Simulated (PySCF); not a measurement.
Partial charges of `FC(F)=C(F)c1ccco1`

Compound: C6H3F3O.
Z-matrix (Å and degrees, PBE0-D3(BJ)/def2-SVP geometry), rows numbered from 1:
```
F 
C   1  1.3057
F   2  1.3066  1  112.62
C   2  1.3411  1  124.01  3   179.87
F   4  1.3343  2  118.00  1   179.89
C   4  1.4436  2  127.63  1     0.06
C   6  1.3707  4  130.11  2   178.59
C   7  1.4273  6  105.63  4   179.99
C   8  1.3630  7  106.12  6     0.00
O   6  1.3488  4  119.48  2    -1.43
H   7  1.0867  6  126.19  4     0.01
H   8  1.0876  7  127.36  6  -179.97
H   9  1.0864  8  133.61  7  -179.97
```

Density: PBE0/pcSseg-1 (PySCF); schemes: Mulliken, IAO, Hirshfeld and ESP-fitted. The structure is a single PBE0-D3(BJ)/def2-SVP conformer in the gas phase; no vibrational or solvent corrections.

Q: Tabulate the Mulliken, IAO, Hirshfeld and ESP-fitted charges.

A: In e:

```json
{"atom": "F1", "environment": "vinyl fluorine", "Mulliken": "-0.214", "IAO": "-0.223", "Hirshfeld": "-0.051", "ESP-fitted": "-0.164"}
{"atom": "C2", "environment": "=CF2 carbon", "Mulliken": "+0.577", "IAO": "+0.513", "Hirshfeld": "+0.146", "ESP-fitted": "+0.470"}
{"atom": "F3", "environment": "vinyl fluorine", "Mulliken": "-0.224", "IAO": "-0.224", "Hirshfeld": "-0.058", "ESP-fitted": "-0.140"}
{"atom": "C4", "environment": "vinylic C–F carbon", "Mulliken": "+0.169", "IAO": "+0.177", "Hirshfeld": "+0.026", "ESP-fitted": "-0.193"}
{"atom": "F5", "environment": "vinyl fluorine", "Mulliken": "-0.259", "IAO": "-0.255", "Hirshfeld": "-0.069", "ESP-fitted": "-0.102"}
{"atom": "C6", "environment": "substituted aromatic carbon", "Mulliken": "+0.162", "IAO": "+0.135", "Hirshfeld": "+0.033", "ESP-fitted": "+0.276"}
{"atom": "C7", "environment": "aromatic CH carbon", "Mulliken": "-0.129", "IAO": "-0.213", "Hirshfeld": "-0.086", "ESP-fitted": "-0.218"}
{"atom": "C8", "environment": "aromatic CH carbon", "Mulliken": "-0.156", "IAO": "-0.212", "Hirshfeld": "-0.084", "ESP-fitted": "-0.284"}
{"atom": "C9", "environment": "aromatic CH next to a ring oxygen", "Mulliken": "+0.150", "IAO": "+0.011", "Hirshfeld": "+0.012", "ESP-fitted": "-0.100"}
{"atom": "O10", "environment": "furan-type oxygen", "Mulliken": "-0.386", "IAO": "-0.231", "Hirshfeld": "-0.062", "ESP-fitted": "-0.139"}
{"atom": "H11", "environment": "aromatic hydrogen", "Mulliken": "+0.096", "IAO": "+0.175", "Hirshfeld": "+0.060", "ESP-fitted": "+0.187"}
{"atom": "H12", "environment": "aromatic hydrogen", "Mulliken": "+0.107", "IAO": "+0.170", "Hirshfeld": "+0.062", "ESP-fitted": "+0.209"}
{"atom": "H13", "environment": "aromatic hydrogen", "Mulliken": "+0.108", "IAO": "+0.177", "Hirshfeld": "+0.070", "ESP-fitted": "+0.197"}
```

Mean size of the charges over all atoms: Mulliken 0.211 e, IAO 0.209 e, ESP-fitted 0.206 e, Hirshfeld 0.063 e. Each set sums to the total charge, 0, to within 0.001 e. The Hirshfeld scheme divides the density at each point in proportion to the densities of the neutral, spherically averaged free atoms. The IAO scheme counts the electrons in orthogonalised intrinsic atomic orbitals, a minimal basis polarised so that it spans the occupied orbitals exactly.

Lowest charge. The schemes don't all agree: Mulliken O10 (-0.386); IAO F5 (-0.255); Hirshfeld C7 (-0.086); ESP-fitted C8 (-0.284).

Highest charge. All schemes agree: Mulliken C2 (+0.577); IAO C2 (+0.513); Hirshfeld C2 (+0.146); ESP-fitted C2 (+0.470).

Q: How many electrons does the IAO scheme count on C6?

A: Z − q = 6 − (+0.135) = 5.865.

Q: How closely do the schemes follow one another over all atoms?

A: Correlation coefficient and root-mean-square difference: IAO with Hirshfeld 0.98, 0.166 e; Mulliken with IAO 0.95, 0.075 e; Mulliken with Hirshfeld 0.91, 0.186 e; Hirshfeld with ESP-fitted 0.89, 0.167 e; IAO with ESP-fitted 0.84, 0.130 e; Mulliken with ESP-fitted 0.75, 0.167 e.

Q: Sum the charges by element, for elements with more than one atom.

A: 
```
element  atoms  Mulliken     IAO  Hirshfeld  ESP-fitted
      F      3    -0.698  -0.702     -0.177      -0.406
      C      6    +0.773  +0.411     +0.048      -0.049
      H      3    +0.311  +0.521     +0.192      +0.594
```
